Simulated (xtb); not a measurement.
HNaO, SMILES [OH][Na]. All values are semi-empirical tight-binding results from xtb (GFN2-xTB unless named), good for trends rather than for accurate numbers. Geometry optimised at GFN2-xTB. The isomer is the one that the SMILES or the coordinates give; other isomers of the formula were not compared.

For metal compounds this method's bond lengths and energies can be far off.

| Quantity | Value |
|---|---|
| point group as xtb finds it | Cs |
| orbital gap | 1.15 eV |
| zero-point energy | 6.5 kcal/mol |
| G − E(el) at 298.15 K (modified RRHO) | -7.3 kcal/mol |
